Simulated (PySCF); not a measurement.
ZnCd: input and log

State: ¹Σ⁺ (singlet), closed shell.

An equivalent input (the run itself took its basis sets from the Basis Set Exchange, started from a PBE0 density and held the occupation σ 11α 11β, πx 5α 5β, πy 5α 5β, δx 2α 2β, δy 2α 2β):

```python
from pyscf import gto, dft
mol = gto.M(atom='Zn 0 0 0; Cd 0 0 3.342', basis={'Zn': 'def2-SVP', 'Cd': 'def2-SVP'}, ecp={'Cd': 'def2-SVP'},
            charge=0, spin=0, verbose=4, symmetry='C2v')
mf = dft.UKS(mol, xc='TPSS')
mf.grids.atom_grid = (80, 434)
mf.grids.prune = dft.gen_grid.treutler_prune
mf.irrep_nelec = {'A1': (13, 13), 'A2': (2, 2), 'B1': (5, 5), 'B2': (5, 5)}
mf.conv_tol = 1e-9
mf.max_cycle = 60
mf.diis_space = 10
mf.kernel()
```

The log (some set-up lines and the per-cycle HOMO/LUMO lines removed):

```
******** <class 'pyscf.dft.uks_symm.SymAdaptedUKS'> ********
method = SymAdaptedUKS
damping factor = 0
level_shift factor = 0
DIIS = <class 'pyscf.scf.diis.CDIIS'>
diis_start_cycle = 1
diis_space = 10
diis_damp = 0
SCF conv_tol = 1e-09
SCF conv_tol_grad = None
SCF max_cycles = 60
number electrons alpha = 25  beta = 25
Set gradient conv threshold to 3.16228e-05
init E= -1946.80036898757
cycle= 1 E= -1946.80022452168  delta_E= 0.000144  |g|= 0.0849  |ddm|= 0.127
cycle= 2 E= -1946.79797803281  delta_E= 0.00225  |g|= 0.127  |ddm|= 0.142
cycle= 3 E= -1946.80208070672  delta_E= -0.0041  |g|= 0.00625  |ddm|= 0.087
cycle= 4 E= -1946.80209470182  delta_E= -1.4e-05  |g|= 0.000604  |ddm|= 0.00755
cycle= 5 E= -1946.80209484859  delta_E= -1.47e-07  |g|= 0.000216  |ddm|= 0.00131
cycle= 6 E= -1946.8020948669  delta_E= -1.83e-08  |g|= 2.3e-05  |ddm|= 0.000311
cycle= 7 E= -1946.80209486708  delta_E= -1.78e-10  |g|= 1.59e-05  |ddm|= 5.28e-05
Extra cycle  E= -1946.802094867  delta_E= 7.5e-11  |g|= 2.2e-05  |ddm|= 5.01e-05
converged SCF energy = -1946.802094867  <S^2> = 7.1054274e-15  2S+1 = 1
```

Repeating this along the bond gives Re = 3.083 Å and ωe = 60.0 cm⁻¹.

A point of this curve took 1.5 CPU seconds beside 0.49 for the integrals (shared host).

Closed-shell solutions of metal pairs were not tested for spin polarisation, which can lower them a little.
